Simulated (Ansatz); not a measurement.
Computed with Ansatz on PBE0-D4/def2-TZVP structures; ΔE is electronic, products minus reactants. CBS: MP2 limit from def2 TZ/QZ plus the TZ coupled-cluster correction, frozen cores. This one scheme is used for every species. DFT in def2-TZVPP. B3LYP here is the variant with VWN-RPA as its local correlation; programs differ in this. Each species was taken in one conformer, which may not be the lowest.

`O[Si]([SiH3])(S)Cl` + H–F → `O[Si](F)([SiH3])Cl` + H₂S  (ligand exchange at the Si–S bond)

```json
{"level": "PBE-D4", "ΔE (kJ/mol)": "-72.7"}
{"level": "revPBE", "ΔE (kJ/mol)": "-80.0"}
{"level": "B3LYP", "ΔE (kJ/mol)": "-99.0"}
{"level": "RPA@PBE/def2-TZVPP", "ΔE (kJ/mol)": "-91.1"}
{"level": "HF/def2-TZVPP", "ΔE (kJ/mol)": "-112.8"}
{"level": "SCS-MP2/def2-QZVPP", "ΔE (kJ/mol)": "-87.5"}
{"level": "MP2/CBS(def2)", "ΔE (kJ/mol)": "-75.7"}
{"level": "CCSD/CBS(def2)", "ΔE (kJ/mol)": "-88.1"}
```

What does CCSD(T)/CBS give? (An estimate is asked.)

The calculation gave: -83.1 kJ/mol. The listed levels differ from it by 10.4, 3.1, -15.9, -8.0, -29.7, -4.4, 7.4, -5.0 kJ/mol.

Largest T1 diagnostic among the species: 0.012.

The D4 term adds +11.0 kJ/mol with B3LYP and +6.0 kJ/mol with PBE0; it sums over pairs of atoms, weighted by their polarisabilities, and B3LYP, whose exchange is more repulsive, gets the larger term. Leaving LDA and LC-ωPBE aside and taking each functional with its dispersion term where it has one, the values, not all of them listed here, spread over 29.5 kJ/mol, from CAM-B3LYP-D4 to revPBE-D4. At CCSD(T), def2-SVP lies −7.3 kJ/mol from the extrapolated value and def2-TZVPP −4.6 kJ/mol.
